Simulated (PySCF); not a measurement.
## F²⁺: excitation energy

F²⁺ [He] 2s2 2p3 (4S) → F²⁺ [He] 2s1 2p4, s spin flipped, as a difference of total energies. Computed with PySCF 2.14 in aug-cc-pVTZ (5s4p3d2f, 46 functions), with the non-relativistic Hamiltonian (point nucleus). Correlated levels: valence: 1s2 frozen. The calculations carry no spin-orbit coupling.

```
           method  excitation energy (eV)
              UHF                  29.999
    MP2 (valence)                  27.522
SCS-MP2 (valence)                  27.017
```

**Question.** How much does correlation contribute at MP2 (valence)?

**Answer.** 27.522 − (29.999) = -2.477 eV, measured against UHF.

The upper determinant mixes two multiplicities, so it lies between the two terms.

The coupled-cluster amplitudes are large for the upper state (T1 above 0.03 or a double amplitude above 0.15), so a single reference is strained.
